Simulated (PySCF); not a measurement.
Predicted microwave data (PySCF, PBE0-D3(BJ)/def2-SVP geometry optimisation, gas phase) for one isomer of C7H12SSi:

```
Rotational constants : A = 1801, B = 537.5, C = 521.6 MHz
Dipole components    : |μa| = 0.84 D, |μb| = 0.04 D, |μc| = 0.52 D
Inertial defect      : -251.86 u·Å²
κ                    : -0.98
```

Question: Which candidate fits, each taken in the one conformer that was computed?
A. `[CH3:1][CH:2]([CH3:3])[SiH2:4][c:5]1[cH:6][cH:7][cH:8][s:9]1` with C1–C2–Si4–C5 -57°, C2–Si4–C5–C6 111°
B. `[CH2:1]=[CH:2][CH:3]([CH:4]=[CH2:5])/[CH:6]=[CH:7]/[S:8][SiH3:9]` with C1–C2–C3–C4 -130°, C2–C3–C4–C5 19°, C2–C3–C6–C7 117°, C6–C7–S8–Si9 3°
C. `[CH3:1][CH2:2][CH2:3][SiH2:4][c:5]1[cH:6][cH:7][cH:8][s:9]1` with C1–C2–C3–Si4 -62°, C2–C3–Si4–C5 -168°, C3–Si4–C5–C6 -132°

Answer: B. It is C=CC(C=C)/C=C/S[SiH3], a near-prolate asymmetric top, point group C1. The candidates at the same level (rigid rotor, commonest isotopes):

```json
{"SMILES": "CCC[SiH2]c1cccs1", "A (MHz)": "3312", "B (MHz)": "529.1", "C (MHz)": "477.9", "μa (D)": "0.17", "μb (D)": "0.10", "μc (D)": "0.65", "Δ (u·Å²)": "-50.31", "point group": "C1", "rotor": "near-prolate asymmetric top"}
{"SMILES": "CC(C)[SiH2]c1cccs1", "A (MHz)": "2524", "B (MHz)": "629.1", "C (MHz)": "614.3", "μa (D)": "0.23", "μb (D)": "0.28", "μc (D)": "0.78", "Δ (u·Å²)": "-180.93", "point group": "C1", "rotor": "near-prolate asymmetric top"}
{"SMILES": "C=CC(C=C)/C=C/S[SiH3]", "A (MHz)": "1801", "B (MHz)": "537.5", "C (MHz)": "521.6", "μa (D)": "0.84", "μb (D)": "0.04", "μc (D)": "0.52", "Δ (u·Å²)": "-251.86", "point group": "C1", "rotor": "near-prolate asymmetric top"}
```

`CC(C)[SiH2]c1cccs1` has A 40 % too high; `CCC[SiH2]c1cccs1` has A 84 % too high. No structure here is proved a minimum.
